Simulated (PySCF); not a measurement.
The same groups moved round the core (trisilane hydroxy+silyl). All species are isolated molecules in the gas phase. One relaxed conformer stands for each flexible species; it need not be the lowest. Strings in code marks are SMILES.

These are PySCF with PBE0-D3(BJ)/def2-TZVP values and carry that method's errors. Excitations are Tamm–Dancoff values on a coarser integration grid. The basis has no diffuse functions, so Rydberg states are missing or too high.

| species | S1–T1 gap (TDA) (eV) | brightest of the four lowest singlets (TDA) (eV) | HOMO–LUMO gap (eV) | S1 oscillator strength |
|---|---|---|---|---|
| `O[SiH2][SiH2][SiH2][SiH3]` | 0.74 | 6.53 | 7.16 | 0.045 |
| `O[SiH2][SiH]([SiH3])[SiH3]` (H–O–Si–Si torsion 180°, O–Si–Si–Si torsion -62°) | 0.76 | 6.02 | 7.19 | 0.071 |
| `O[Si@@H]([SiH3])[SiH2][SiH3]` (H–O–Si–Si torsion 56°, Si–Si–Si–Si torsion 172°) | 0.76 | 6.35 | 6.54 | 0.116 |
| `[SiH3][Si](O)([SiH3])[SiH3]` (H–O–Si–Si torsion 60°) | 0.58 | – | 6.42 | 0.004 |
